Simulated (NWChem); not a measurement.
Molecule: C2H4BFO2; SMILES OB(CF)C=O

```xyz
10

O     -0.9677    -2.1420     0.3807
C      0.1429    -1.6592     0.3344
B      0.3570    -0.0827     0.1343
O      1.6078     0.3979     0.0909
C     -0.8634     0.9063    -0.0116
F     -0.3788     2.1998    -0.1709
H      1.0464    -2.3228     0.4328
H      1.5920     1.3600    -0.0336
H     -1.4966     0.6458    -0.8787
H     -1.5229     0.8714     0.8741
```
Atoms are numbered in this order, from 1.

Level: PBE0/def2-SVP (NWChem), optimised geometry, unscaled harmonic frequencies. 

| frequency (cm⁻¹) | IR intensity (km/mol) |
|---|---|
| 57 | 13.2 |
| 123 | 1.8 |
| 137 | 11.2 |
| 230 | 12.5 |
| 350 | 0.0 |
| 434 | 3.5 |
| 572 | 40.6 |
| 674 | 42.6 |
| 740 | 0.7 |
| 839 | 71.8 |
| 974 | 7.7 |
| 988 | 122.9 |
| 1090 | 42.0 |
| 1228 | 3.4 |
| 1228 | 66.8 |
| 1364 | 28.9 |
| 1391 | 56.7 |
| 1430 | 24.0 |
| 1479 | 175.8 |
| 1829 | 62.5 |
| 2873 | 138.5 |
| 3062 | 7.7 |
| 3114 | 7.3 |
| 3795 | 122.6 |

| Quantity | Result |
|---|---|
| zero-point energy | 42.9 kcal/mol |
| thermal correction to the enthalpy at 298.15 K (with zero-point energy) | 47.7 kcal/mol |
| heat capacity Cv | 21.7 cal/(mol K) |
| entropy at 298.15 K and 1 atm (symmetry number 1) | 82.4 cal/(mol K) |
| dipole moment | 1.50 D |

Rigid rotor and harmonic oscillator; modes under 100 cm⁻¹ make the entropy uncertain.
